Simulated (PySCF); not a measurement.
**SnO₂⁻: bend–stretch map**

All numbers come from UB3LYP/[Sn def2-SVPD with ECP28, O def2-SVPD], scalar-relativistic core potentials, density fitting, no spin–orbit coupling, PySCF.

Rigid scan from the doublet minimum (Sn–O 1.943 Å (×2); O–Sn–O 127.1°). Coordinate: rows scale both bonds, columns set the O–Sn–O angle. Energies in kJ/mol from the minimum.

```json
{"scale \\ angle": "0.94", "90": "133.7", "105": "67.4", "120": "39.5", "135": "?", "150": "?", "165": "80.0", "180": "97.0"}
{"scale \\ angle": "0.97", "90": "94.3", "105": "35.1", "120": "10.9", "135": "9.9", "150": "25.7", "165": "51.4", "180": "66.5"}
{"scale \\ angle": "1.00", "90": "?", "105": "23.0", "120": "2.1", "135": "2.4", "150": "17.8", "165": "41.3", "180": "54.5"}
{"scale \\ angle": "1.03", "90": "73.0", "105": "?", "120": "7.9", "135": "9.3", "150": "24.0", "165": "?", "180": "56.4"}
{"scale \\ angle": "1.06", "90": "82.0", "105": "39.9", "120": "24.5", "135": "26.6", "150": "40.6", "165": "59.4", "180": "69.0"}
{"scale \\ angle": "1.10", "90": "107.0", "105": "70.5", "120": "57.9", "135": "60.9", "150": "73.8", "165": "89.8", "180": "97.5"}
```

**Question.** Fill in the five missing cells, row by row.

**Answer.** 36.9, 52.7, 75.8, 25.9, 45.2.

The bond scale of lowest energy on the grid is 1.03 at 90°, 1.00 at 105°, 1.00 at 120°, 1.00 at 135°, 1.00 at 150°, 1.00 at 165°, 1.00 at 180°.

Spin–orbit coupling, left out here, can matter for elements this heavy.

Other isomers or separated fragments may lie lower.

The scan took 63 s on 2 threads of a shared Arm Neoverse V2 host; the process peaked at 0.71 GiB.
